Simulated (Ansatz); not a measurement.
`O[BH][SbH2]`. Total charge 0; spin multiplicity 1. Sb takes the def2 core potential.

```xyz
7

O     0.154   -1.185    1.204
B     0.519    0.030    0.758
Sb    0.312    0.699   -1.396
H    -0.272   -1.739    0.543
H     1.027    0.763    1.558
H    -0.914   -0.451   -1.728
H    -0.827    1.884   -0.939
```

(1) What are the harmonic wavenumbers in cm⁻¹ at PBE0-D4/def2-TZVP (Ansatz, finite differences of forces, unscaled)? (Estimate.)

(2) Is this a minimum?

(3) Give the ideal-gas thermochemistry at 298.15 K and 1 bar (rigid rotor, harmonic oscillator; point group C1, symmetry number 1).

(4) Rotational constants (cm⁻¹)?

Results:

(1) Computed: 118, 220, 422, 424, 617, 653, 821, 859, 988, 1161, 1349, 1936, 1969, 2606, 3860.

(2) Yes, all 15 modes are real.

(3) Zero-point energy 107.7 kJ/mol; H(298) − E = 123.6 kJ/mol; entropy 309.5 J/(mol·K), of which translation 171.6, rotation 103.8, vibration 34.2; G(298) − E = 31.3 kJ/mol.

(4) 1.096, 0.08819, 0.08391.
